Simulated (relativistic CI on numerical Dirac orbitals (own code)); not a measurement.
# Dy²⁺: N4,5 absorption edge

Computed with this model: Dirac-Coulomb-Breit CI, orbitals from a KLI potential per configuration, model QED (radiative potential, 1s self-energy scaled to tabulated hydrogen-like ionisation energies), valence Slater integrals scaled by 0.8, multiplet model of core-to-valence dipole absorption; configurations [Xe] 4f10 → [Kr] 4d9 4f11 5s2 5p6; 80 K; Lorentzian 0.3 eV and Gaussian 0.2 eV FWHM. Energies are those of the free ion, without screening or charge transfer. The branching ratio is the share of the lower-energy edge in the whole absorption, uncertain by about 0.02 where the edges overlap. S is read from ⟨S²⟩ = S(S + 1).

Field parameters in Wybourne normalisation; cubic f-shell fields have B⁴₄ = √(5/14) B⁴₀ and B⁶₄ = −√(7/2) B⁶₀. The field is a parameter set, without covalency.

Computed curve for Oh, B40 = -350, B60 = -450 cm⁻¹, scaled to 100 at the maximum (points under 2 are left out and the grid is thinned):

| Energy (eV) | Intensity |
| --- | --- |
| 151.6 | 2.7 |
| 152.0 | 11.3 |
| 152.3 | 4.0 |
| 152.7 | 9.1 |
| 153.0 | 9.9 |
| 154.3 | 2.1 |
| 154.6 | 4.5 |
| 155.0 | 7.2 |
| 155.8 | 2.6 |
| 156.2 | 3.1 |
| 157.1 | 2.4 |
| 157.6 | 3.7 |
| 157.9 | 5.8 |
| 158.3 | 2.8 |
| 158.6 | 3.5 |
| 159.0 | 9.4 |
| 159.3 | 27.6 |
| 159.7 | 59.6 |
| 160.0 | 26.7 |
| 160.4 | 7.8 |
| 160.7 | 12.4 |
| 161.1 | 8.3 |
| 161.4 | 18.2 |
| 161.8 | 31.4 |
| 162.1 | 23.1 |
| 162.5 | 8.6 |
| 162.8 | 10.9 |
| 163.2 | 12.9 |
| 163.5 | 9.4 |
| 163.9 | 2.5 |
| 164.8 | 2.2 |
| 165.2 | 3.8 |
| 165.5 | 8.0 |
| 165.9 | 38.9 |
| 166.2 | 100.0 |
| 166.6 | 18.4 |
| 166.9 | 13.3 |
| 167.3 | 10.8 |
| 167.6 | 6.9 |
| 168.0 | 2.0 |

The ground state has S = 1.94, and the centroid lies at 161.94 eV.
